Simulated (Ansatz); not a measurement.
BeH2S (SMILES [BeH][SH]) moved off its minimum; all values from Ansatz (a first-principles code), cores frozen in correlated methods.
(charge 0, multiplicity 1)
```xyz
4

Be    -0.67781    -0.65839    -0.93743
H     -1.36015    -1.34328    -2.01731
S      0.40914     0.28137     0.25889
H      0.72313    -0.90088     0.77791
```

Forces at HF/def2-TZVPP (eV/Å):

```csv
atom,Fx,Fy,Fz
Be1,-1.050,-0.873,-1.959
H2,0.601,0.660,1.250
S3,0.235,0.290,0.448
H4,0.214,-0.077,0.260
```

Problem. Give the forces (eV/Å), the total energy and the dipole at CCSD(T)/aug-cc-pV(T+d)Z.

Solution. 
```csv
atom,Fx,Fy,Fz
Be1,-0.920,-0.869,-1.724
H2,0.570,0.638,1.161
S3,0.140,0.631,0.264
H4,0.210,-0.400,0.298
```
Energy -413.6551 hartree, dipole 0.76 D.
